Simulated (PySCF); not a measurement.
Ionisation energy of Ne²⁺ by level of theory

Ne²⁺ [He] 2s2 2p4 (3P) → Ne³⁺ [He] 2s2 2p3 (4S), as a difference of total energies. Calculation: PySCF 2.14, in aug-cc-pCVTZ-DK (7s6p4d2f, 59 functions); the spin-free X2C one-electron Hamiltonian (Gaussian nucleus). Correlated levels: valence and next inner shell: nothing frozen. The calculations carry no spin-orbit coupling.

| method | ionisation energy (eV) |
| --- | --- |
| UHF | 61.801 |
| MP2 (valence and next inner shell) | 63.059 |
| SCS-MP2 (valence and next inner shell) | 63.154 |
| CCSD (valence and next inner shell) | 63.089 |
| CCSD(T) (valence and next inner shell) | 63.109 |

A first-order spin-orbit estimate (lowest level to lowest level, LS coupling) adds 0.037 eV.

Errors of the correlated levels include the incompleteness of this basis.

**Question.** Which method comes closest to the reference value, and which is furthest?

**Answer.** The reference is 63.423 eV (measured; NIST Atomic Spectra Database, ionization energies). Closest: SCS-MP2 (valence and next inner shell) (error -0.232 eV); furthest: UHF (error -1.585 eV), both after the spin-orbit estimate.
